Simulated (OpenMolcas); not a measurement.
## Ionisation energies of silicon

```
Program             : OpenMolcas 26.06
Basis               : ANO-RCC [8s7p5d4f2g]
Scalar Hamiltonian  : DKH2, point nucleus
Spin-orbit coupling : RASSI with atomic mean-field integrals over the reference wave functions, term energies averaged over their components
```

Active shells in each charge state: the valence s, p shells, with orbitals averaged over the low states. Where CASPT2's correlated closed shells are named, they are those of the first ion.

A. CASSCF
B. SS-CASPT2, IPEA 0.25 Eh, imaginary shift 0.1 Eh (closed shells correlated: 2s 2p)
C. SS-CASPT2, IPEA 0.25 Eh, imaginary shift 0.1 Eh (closed shells correlated: none)
D. SS-CASPT2, IPEA 0 Eh, imaginary shift 0.1 Eh (closed shells correlated: 2s 2p)

Energies in eV between the lowest computed levels, named as in B; reference values from the NIST Atomic Spectra Database with their kind.

| From | To | A | B | C | D | Spin-orbit share in B | Reference |
| --- | --- | --- | --- | --- | --- | --- | --- |
| Si 3s2 3p2 3P0 | Si+ 3s2 3p 2P* 1/2 | 7.276 | 7.949 | 7.930 | 8.083 | -0.005 | 8.152 (measured) |
| Si+ 3s2 3p 2P* 1/2 | Si2+ 3s2 1S0 | 15.212 | 16.080 | 16.020 | 16.218 | +0.021 | 16.346 (measured) |
| Si2+ 3s2 1S0 | Si3+ 3s 2S 1/2 | 33.170 | 33.406 | 33.251 | 33.408 | +0.000 | 33.493 (measured) |
| Si3+ 3s 2S 1/2 | Si4+ 2p6 1S0 | 44.729 | 45.053 | 44.729 | 45.059 | +0.000 | 45.142 (measured) |

Steps that some method lacks are left out, and so are those with a state whose active s or d shell is doubly occupied in every root (s and p with five to eight electrons, d10) over a frozen core shell of the same l, since the two then mix freely.

Error against the reference values, in %:

```
From  Reference      A     B     C     D
  Si   measured  -10.7  -2.5  -2.7  -0.8
 Si+   measured   -6.9  -1.6  -2.0  -0.8
Si2+   measured   -1.0  -0.3  -0.7  -0.3
Si3+   measured   -0.9  -0.2  -0.9  -0.2
```

Mean absolute error over the 4 measured values: A 0.69 eV, B 0.16 eV, C 0.30 eV, D 0.09 eV. D lies closest.

* marks odd parity.
